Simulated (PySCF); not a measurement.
C4H10OSi, SMILES C[C@H]1OC[Si@H]1C.

Coordinates come from a PBE0-D3(BJ)/def2-SVP optimisation. The structure was generated by enumeration; whether it is a known compound was not checked.

All values below come from SMD-PBE0/6-31G* (PySCF).

Solvation free energies are E(SMD) − E(gas) at the gas-phase geometry, for 1 M in both phases. In vacuum the dipole moment is 1.82 D.

```json
[
 {"solvent": "water", "ΔG(solv) (kcal/mol)": "(withheld)", "its non-electrostatic (CDS) part": "(withheld)", "dipole (D)": "(withheld)"},
 {"solvent": "ethylethanoate", "ΔG(solv) (kcal/mol)": "-3.3", "its non-electrostatic (CDS) part": "-0.9", "dipole (D)": "2.12"},
 {"solvent": "dichloromethane", "ΔG(solv) (kcal/mol)": "-3.8", "its non-electrostatic (CDS) part": "-0.9", "dipole (D)": "2.19"}
]
```

**Question.** What belongs in the gaps? (An estimate is asked for; the answer gives what the named calculation found.)

**Answer.** 
- water, ΔG(solv) (kcal/mol): -1.2
- water, its non-electrostatic (CDS) part: 4.1
- water, dipole (D): 2.51
